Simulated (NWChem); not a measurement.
C2H3Br; SMILES C=CBr

This build's default masses of Se (78.918 u) and Br (79.917 u) are each other's, which moves their modes by up to 0.6 %. B3LYP is NWChem's, with the RPA form of VWN correlation.

Q: Give the equilibrium geometry at B3LYP/6-31G* (spherical d) (NWChem) as a list of bonds and angles, with the point group.

A: point group Cs; any orientation.
Bonds (Å): C1–C2 1.327, C1–H4 1.085, C1–H5 1.087, C2–Br3 1.912, C2–H6 1.084. Bond angles (°): C2–C1–H4 122.9, C2–C1–H5 119.4, H4–C1–H5 117.7, C1–C2–Br3 123.3, C1–C2–H6 124.5, Br3–C2–H6 112.2.
